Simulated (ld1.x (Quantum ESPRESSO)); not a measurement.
**What one change does to a pseudopotential (oxygen, ultrasoft)**

```json
{
 "Element": "oxygen (O)",
 "Generator": "ld1.x (Quantum ESPRESSO) 7.5",
 "Type": "ultrasoft",
 "Functional": "PW91",
 "Relativity": "non-relativistic",
 "Frozen core": "[He]",
 "Valence charge": "6",
 "Reference configuration": "2s2 2p2 (charge +2)",
 "Partial waves": "2s (bound): rcut 0.60, rcutus 0.85 bohr; 2s channel at -3.6 Ry: rcut 0.60, rcutus 0.85 bohr; 2p (bound): rcut 1.35, rcutus 1.75 bohr; 2p channel at -2.3 Ry: rcut 1.35, rcutus 1.75 bohr",
 "Local potential": "all-electron potential smoothed inside 1.30 bohr (lloc = -1)",
 "Core correction": "none",
 "Augmentation charge": "PSQ, radius 0.55 bohr"
}
```

All-electron outer shells of the reference configuration (PW91, non-relativistic, ld1.x):

```
shell  level (eV)  outermost node (bohr)  outermost maximum (bohr)
   2s      -58.36                   0.27                      0.84
   2p      -43.37                      –                      0.74
```

Change: local potential all-electron potential smoothed inside 0.65 bohr (lloc = -1).

Cutoffs: the cutoffs (Ry, on a coarse ladder) from which the occupation-weighted sum of valence levels, in a spherical-Bessel basis at the reference potential, stays within 10 and 1 mRy of its value at 400 Ry; they do not see the model core or the augmentation charge, which bear on the density cutoff. Errors are all-electron minus pseudo energies relative to the spin-unpolarised reference configuration.

**Question.** Predict the effect on cutoff, ghosts and configuration errors.

**Answer.** The potential gets neither clearly harder nor softer (30 Ry and 55 Ry → 30 Ry and 55 Ry); of the 7 tests that both files solve, the error grows in 5 and shrinks in 1 by more than 15 % and 0.3 meV (median size 6.1 → 47.4 meV); the range in which the p phases agree narrows (upper end 0.9 → -1.4); neither file shows a bound ghost.

| quantity | base | changed |
| --- | --- | --- |
| cutoff, loose | 30 Ry | 30 Ry |
| cutoff, tight | 55 Ry | 55 Ry |
| bound ghosts | none | none |
| error for 2s2 2p4, meV [ΔE -50.24 eV] | +4.8 | +37 |
| error for 2s2 2p3, meV [ΔE -33.71 eV] | +5.9 | +7.3 |
| error for 2s2 2p1, meV [ΔE 54.01 eV] | +56 | +47 |
| error for 2s2 2p3.5, meV [ΔE -43.91 eV] | +6.1 | +17 |
| error for 2s1 2p5, meV [ΔE -35.38 eV] | +112 | +152 |
| error for 2s2 2p4.3, meV [ΔE -52.39 eV] | +4.2 | +52 |
| error for 2s2 2p0, meV [ΔE 131.05 eV] | +539 | +527 |
| s: phases at 1.90 bohr within 0.05 rad from the reference energy up to (Ry; the scan ends near 5) | to the end of the scan | to the end of the scan |
| p: phases at 1.90 bohr within 0.05 rad from the reference energy up to (Ry; the scan ends near 5) | 0.9 | -1.4 |
| lowest overlap eigenvalue by channel | s 0.69, p 0.52 | s 0.52, p 0.34 |
